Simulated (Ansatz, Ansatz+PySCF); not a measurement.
```json
{"atom": "C", "x (Å)": "0.0003", "y (Å)": "-0.0363", "z (Å)": "-0.6415"}
{"atom": "O", "x (Å)": "0.0069", "y (Å)": "-0.0586", "z (Å)": "0.7461"}
{"atom": "H", "x (Å)": "-0.0024", "y (Å)": "-1.0748", "z (Å)": "-1.0185"}
{"atom": "H", "x (Å)": "-0.9048", "y (Å)": "0.4657", "z (Å)": "-1.0765"}
{"atom": "H", "x (Å)": "0.8935", "y (Å)": "0.4751", "z (Å)": "-1.0717"}
{"atom": "H", "x (Å)": "0.0059", "y (Å)": "0.8405", "z (Å)": "1.0793"}
```

Basis set: def2-SVP (spherical functions). Left uncorrelated: 2 orbitals. Charge 0, multiplicity 1.

Computed with Ansatz (development build ahead of 0.2.0); each method stands on the lowest determinant of its kind that the runs found. Restricted open shells among the atoms or ions are ROHF, correlated in semicanonical orbitals with singles.

Task: Give the atomization energy at this shape (free ground-state atoms in the same class of orbitals less the molecule, no zero-point energy) of singlet CH4O by RHF-CCSD(T), RHF-MP2, RHF, UHF.

Result:

```json
{"method": "RHF-CCSD(T)", "atomization energy": "21.04 eV"}
{"method": "RHF-MP2", "atomization energy": "21.15 eV"}
{"method": "RHF", "atomization energy": "16.33 eV"}
{"method": "UHF", "atomization energy": "16.09 eV"}
```
